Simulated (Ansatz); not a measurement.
Si(CN)Cl3 (SiCNCl₃). Total charge 0; triplet. Geometry PBE0-D4/def2-SVP, that of the neutral singlet; atoms count from 1.

```xyz
6

Si   -0.352    0.302   -0.159
C     0.967   -0.832    0.438
N     1.799   -1.545    0.816
Cl   -2.048   -0.783   -0.419
Cl    0.261    1.112   -1.917
Cl   -0.627    1.745    1.241
```

At PBE0-D4/def2-TZVP a singlet of charge 0 lies 5.73 eV below the triplet at the same geometry.

(1) Estimate the Mulliken populations from the PBE0/def2-TZVP orbitals of Ansatz.

(2) Where does the spin sit?

(3) And the Mayer bond orders between heavy atoms (over 0.3)?

Results:

(1) 
| atom | charge (e) | spin (α − β) |
| --- | --- | --- |
| Si1 | 0.60 | 0.16 |
| C2 | -0.12 | 0.80 |
| N3 | 0.00 | 0.95 |
| Cl4 | -0.16 | 0.04 |
| Cl5 | -0.16 | 0.04 |
| Cl6 | -0.16 | 0.00 |
Mulliken values depend strongly on the basis.

(2) Summed by element: Si 0.16, C 0.80, N 0.95, Cl 0.09, of 2 unpaired in all. Largest on single atoms: N3 0.95, C2 0.80, Si1 0.16.

(3) Si1–C2 1.16 (1.84 Å); Si1–Cl4 1.22 (2.03 Å); Si1–Cl5 1.22 (2.03 Å); Si1–Cl6 1.23 (2.03 Å); C2–N3 1.98 (1.16 Å).
